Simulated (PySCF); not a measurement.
NICS in isomers of C6H11N2P.

NICS = −σ at a ghost point: NICS(0) at the centroid of the ring atoms, NICS(1) 1 Å to either side along the normal of their mean plane, zz for the tensor component along that normal. Level: GIAO PBE0/pcSseg-1 (PySCF, non-relativistic, gas phase) on the GFN2-xTB geometries, one conformer each. Atom numbers follow the mapped SMILES.

Problem. Order these rings by mean NICS(1)zz, lowest (most negative) first (ppm).
A. ring N5–C6–P7–C8–N9 in `[CH3:1][CH:2]([CH3:3])[CH2:4][n:5]1[cH:6][p:7][cH:8][n:9]1`
B. ring C4–C5–N6–C8–P9 in `[CH3:1][N:2]([CH3:3])[c:4]1[cH:5][n:6]([CH3:7])[cH:8][p:9]1`
C. ring C5–N6–N7–C8–P9 in `[CH3:1][C:2]([CH3:3])([CH3:4])[c:5]1[n:6][nH:7][cH:8][p:9]1`
D. ring P3–C6–C7–C8–C9 in `[CH3:1][N:2]=[P:3]1([NH:4][CH3:5])[CH:6]=[CH:7][CH:8]=[CH:9]1`
E. ring C2–N3–N4–C8–P9 in `[CH3:1][c:2]1[n:3][n:4]([CH:5]([CH3:6])[CH3:7])[cH:8][p:9]1`

Solution. A (-31.3), C (-29.4), E (-27.5), B (-24.5), D (4.9).

```tsv
SMILES	ring	NICS(0)	NICS(1)	NICS(1)zz	HOMA	rms pucker (Å)	ring atoms with four or more neighbours
CC(C)Cn1cpcn1	5-membered ring with 2 N and P; formal bonds all aromatic	-13.3	-12.8	-31.3	0.88	0.00	0
CC(C)(C)c1n[nH]cp1	5-membered ring with 2 N and P; formal bonds all aromatic	-13.0	-12.4	-29.4	0.81	0.00	0
Cc1nn(C(C)C)cp1	5-membered ring with 2 N and P; formal bonds all aromatic	-12.0	-11.9	-27.5	0.83	0.00	0
CN(C)c1cn(C)cp1	5-membered ring with N and P; formal bonds all aromatic	-12.7	-10.4	-24.5	0.80	0.00	0
CN=P1(NC)C=CC=C1	5-membered ring with P; formal bonds 2 double, 3 single	1.8	-0.8	4.9	–	0.04	1
```

NICS(0) gives another order. The isotropic NICS(1) gives the same order. Over the 4 rings with a HOMA value its correlation coefficient with NICS(1)zz is -0.79. HOMA uses Krygowski's 1993 parameters; it is left out where a ring has a four-coordinate atom, a triple bond, no multiple bond or a kind of bond without parameters. NICS(1) and NICS(1)zz are means over the two faces.
